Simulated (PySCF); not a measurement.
**Bonding in `CC(=O)C(=O)C[SiH2]O`**

C4H8O3Si.
Numbering: `[CH3:1][C:2](=[O:3])[C:4](=[O:5])[CH2:6][SiH2:7][OH:8]` (hydrogens: H9, H10, H11 on C1; H12, H13 on C6; H14, H15 on Si7; H16 on O8)

Cartesian coordinates in Å at the GFN2-xTB level; atoms count from 1:
```xyz
16
C4H8O3Si angstrom
C     -1.8422    1.4522    1.1224
C     -0.7784    0.9295    0.2154
O     -0.3423    1.5293   -0.7448
C     -0.2502   -0.4519    0.6127
O     -0.0746   -0.7101    1.7861
C      0.0633   -1.3405   -0.5097
Si     1.9025   -1.0071   -1.0489
O      2.0292    0.4989   -1.5947
H     -2.7546    0.8764    0.9676
H     -2.0378    2.5044    0.9347
H     -1.5262    1.2868    2.1514
H     -0.5779   -1.1482   -1.3660
H     -0.0134   -2.3796   -0.2043
H      2.7555   -1.2162    0.1150
H      2.1507   -1.9301   -2.1516
H      1.2888    1.1152   -1.4748
```

Bond orders from the PBE0/pcSseg-1 density (PySCF). The structure is a single GFN2-xTB conformer in the gas phase; no vibrational or solvent corrections.

(1) Where do the orders between heavy atoms depart from those drawn in the SMILES?

(2) Give the Mayer order of every bond, beside its length.

Results:

(1) The largest departure is 0.231, at C6–Si7 (drawn single, 0.769). Drawn single, order below 0.88: C2–C4 (0.832) and C6–Si7 (0.769).

(2) 
```json
{"bond": "C1–C2", "drawn as": "single", "length (Å)": "1.493", "Mayer order": "1.033"}
{"bond": "C2–O3", "drawn as": "double", "length (Å)": "1.213", "Mayer order": "1.899"}
{"bond": "C2–C4", "drawn as": "single", "length (Å)": "1.531", "Mayer order": "0.832"}
{"bond": "C4–O5", "drawn as": "double", "length (Å)": "1.214", "Mayer order": "1.962"}
{"bond": "C4–C6", "drawn as": "single", "length (Å)": "1.465", "Mayer order": "1.041"}
{"bond": "C6–Si7", "drawn as": "single", "length (Å)": "1.945", "Mayer order": "0.769"}
{"bond": "Si7–O8", "drawn as": "single", "length (Å)": "1.607", "Mayer order": "1.103"}
{"bond": "C1–H9", "drawn as": "single", "length (Å)": "1.090", "Mayer order": "0.932"}
{"bond": "C1–H10", "drawn as": "single", "length (Å)": "1.087", "Mayer order": "0.953"}
{"bond": "C1–H11", "drawn as": "single", "length (Å)": "1.089", "Mayer order": "0.929"}
{"bond": "C6–H12", "drawn as": "single", "length (Å)": "1.087", "Mayer order": "0.934"}
{"bond": "C6–H13", "drawn as": "single", "length (Å)": "1.086", "Mayer order": "0.936"}
{"bond": "Si7–H14", "drawn as": "single", "length (Å)": "1.458", "Mayer order": "0.908"}
{"bond": "Si7–H15", "drawn as": "single", "length (Å)": "1.459", "Mayer order": "0.903"}
{"bond": "O8–H16", "drawn as": "single", "length (Å)": "0.971", "Mayer order": "0.891"}
```

By pair of heavy elements: C–C: lowest C2–C4 (0.832, 1.531 Å), highest C4–C6 (1.041, 1.465 Å). C–O: lowest C2–O3 (1.899, 1.213 Å), highest C4–O5 (1.962, 1.214 Å).

Problem. Sum the orders of all bonds at each heavy atom with more than one neighbour and set the sums beside the valence in the SMILES.

Solution. C1 3.847 (drawn 4), C2 3.764 (drawn 4), C4 3.835 (drawn 4), C6 3.680 (drawn 4), Si7 3.683 (drawn 4), O8 1.994 (drawn 2). Orders between atoms that aren't bonded are not in these sums.

For a closed shell the Mayer order of atoms A and B is Σ (PS)μν (PS)νμ over the basis functions μ on A and ν on B, with P the density and S the overlap matrix.

These values come from a run that also computed NMR shieldings. Hardware: Arm Neoverse N1, one thread, shared host with 64 logical CPUs at a one-minute load of 51. Cost: 47 s wall, 1.0 GiB resident at most.
